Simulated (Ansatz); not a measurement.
The cluster CoS2⁻, relaxed as a singlet with RKS PBE0-D4/def2-TZVPD in Ansatz, starting from the GFN1-xTB geometry. Force threshold 0.02 eV/Å.

The restricted singlet is unstable: a solution with broken spin symmetry lies lower. The highest occupied level of the charge -1 singlet lies above zero (up to 0.19 eV). Its loss leaves the charge 0 doublet, which lies 0.22 eV higher (vertical, at PBE0-D4/def2-TZVPD), but this difference is unsure: the doublet is doubtful (geometry relaxed on an unsound state). The relaxation made no stability test and no search for a lower SCF solution. At PBE0-D4/def2-TZVPD a quintet of charge -1 lies 1.90 eV below the restricted singlet, each at its own geometry. The structure comes from a short search, and lower isomers may exist.

Start:

```csv
atom,x (Å),y (Å),z (Å)
Co1,0.7427,0.6898,-0.7798
S2,-0.1632,0.3110,1.1682
S3,-0.5795,-1.0008,-0.3884
```

Task: Estimate the energy that the relaxation releases and the steps that it takes.

Result: 0.3 kcal/mol, in 3 steps; 4.6 s on 4 threads of Arm Neoverse V2 on a shared host. No frequencies were taken in this run, so the end may be a saddle point.

Task: Does the start keep its bonding and symmetry?

Result: By distances, no bond broke or formed. The bond that changes most is Co1–S3, from 2.18 to 2.15 Å (atoms count from 1). Point group C2v at the start, C2v at the end, both within 0.05 Å.

Task: Predict the relaxed structure.

Result: 
```xyz
3

Co    0.728    0.676   -0.765
S    -0.155    0.322    1.166
S    -0.574   -0.999   -0.401
```
Bond lengths: 2 × Co–S 2.15 Å; 1 × S–S 2.09 Å.
